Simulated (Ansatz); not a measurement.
Al2H8N2 (`[NH2+]1[AlH2-][NH2+][AlH2-]1`) at its PBE0-D4/def2-TZVP geometry, where that method's forces vanish. Total charge 0; spin multiplicity 1.

```json
{"atom": "N1", "x (Å)": "1.036", "y (Å)": "-0.289", "z (Å)": "0.829"}
{"atom": "Al2", "x (Å)": "-0.049", "y (Å)": "1.310", "z (Å)": "0.517"}
{"atom": "N3", "x (Å)": "-1.038", "y (Å)": "0.288", "z (Å)": "-0.827"}
{"atom": "Al4", "x (Å)": "0.051", "y (Å)": "-1.309", "z (Å)": "-0.519"}
{"atom": "H5", "x (Å)": "0.971", "y (Å)": "-0.663", "z (Å)": "1.769"}
{"atom": "H6", "x (Å)": "2.023", "y (Å)": "-0.172", "z (Å)": "0.628"}
{"atom": "H7", "x (Å)": "0.829", "y (Å)": "2.434", "z (Å)": "-0.191"}
{"atom": "H8", "x (Å)": "-0.977", "y (Å)": "1.593", "z (Å)": "1.779"}
{"atom": "H9", "x (Å)": "-2.024", "y (Å)": "0.169", "z (Å)": "-0.621"}
{"atom": "H10", "x (Å)": "-0.978", "y (Å)": "0.662", "z (Å)": "-1.767"}
{"atom": "H11", "x (Å)": "-0.824", "y (Å)": "-2.438", "z (Å)": "0.184"}
{"atom": "H12", "x (Å)": "0.981", "y (Å)": "-1.585", "z (Å)": "-1.781"}
```

**Question.** For each bond, give half the difference of the two atoms' forces along it (eV/Å; positive pushes the atoms apart) under PBE-D4, r2SCAN-D4, B3LYP-D4, ωB97M-V in def2-TZVPP. (Best estimate.)

**Answer.** The calculation gave: 
```json
{"bond": "N1–Al2", "length (Å)": "1.957", "PBE-D4": "0.03", "r2SCAN-D4": "0.00", "B3LYP-D4": "0.10", "ωB97M-V": "0.11"}
{"bond": "N1–Al4", "length (Å)": "1.957", "PBE-D4": "0.03", "r2SCAN-D4": "0.00", "B3LYP-D4": "0.10", "ωB97M-V": "0.11"}
{"bond": "N1–H5", "length (Å)": "1.014", "PBE-D4": "0.20", "r2SCAN-D4": "0.02", "B3LYP-D4": "-0.02", "ωB97M-V": "-0.03"}
{"bond": "N1–H6", "length (Å)": "1.014", "PBE-D4": "0.20", "r2SCAN-D4": "0.02", "B3LYP-D4": "-0.02", "ωB97M-V": "-0.03"}
{"bond": "Al2–N3", "length (Å)": "1.957", "PBE-D4": "0.03", "r2SCAN-D4": "0.00", "B3LYP-D4": "0.10", "ωB97M-V": "0.11"}
{"bond": "Al2–H7", "length (Å)": "1.592", "PBE-D4": "0.00", "r2SCAN-D4": "-0.02", "B3LYP-D4": "-0.11", "ωB97M-V": "-0.13"}
{"bond": "Al2–H8", "length (Å)": "1.592", "PBE-D4": "0.00", "r2SCAN-D4": "-0.02", "B3LYP-D4": "-0.11", "ωB97M-V": "-0.13"}
{"bond": "N3–Al4", "length (Å)": "1.957", "PBE-D4": "0.03", "r2SCAN-D4": "0.00", "B3LYP-D4": "0.10", "ωB97M-V": "0.11"}
{"bond": "N3–H9", "length (Å)": "1.014", "PBE-D4": "0.20", "r2SCAN-D4": "0.02", "B3LYP-D4": "-0.02", "ωB97M-V": "-0.03"}
{"bond": "N3–H10", "length (Å)": "1.014", "PBE-D4": "0.20", "r2SCAN-D4": "0.02", "B3LYP-D4": "-0.02", "ωB97M-V": "-0.03"}
{"bond": "Al4–H11", "length (Å)": "1.592", "PBE-D4": "0.00", "r2SCAN-D4": "-0.02", "B3LYP-D4": "-0.11", "ωB97M-V": "-0.13"}
{"bond": "Al4–H12", "length (Å)": "1.592", "PBE-D4": "0.00", "r2SCAN-D4": "-0.02", "B3LYP-D4": "-0.11", "ωB97M-V": "-0.13"}
```

B3LYP here is the variant with VWN-RPA as its local correlation; programs differ in this.

Computed with Ansatz.
